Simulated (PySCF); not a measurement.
BeFBr, SMILES [Be]([Br])[F].

Geometry: PBE0-D3(BJ)/def2-TZVP.

Vertical ionisation energy (IE) and electron affinity (EA) in eV. Rows of orbital energies are one-electron estimates. Where ΔSCF, EOM or ADC give a negative EA the extra electron is unbound and the value depends on the basis.

| level | IE | EA |
|---|---|---|
| −ε(HOMO), −ε(LUMO), PBE0/def2-TZVPD (PySCF) | [?] | [?] |
| −ε(HOMO), −ε(LUMO), r2SCAN/def2-TZVPD (PySCF) | 8.13 | 0.84 |

Complete the blanks. (The exact figures need the calculation; the answer reports its results.)


- −ε(HOMO), −ε(LUMO), PBE0/def2-TZVPD (PySCF), IE: 9.10
- −ε(HOMO), −ε(LUMO), PBE0/def2-TZVPD (PySCF), EA: 0.75
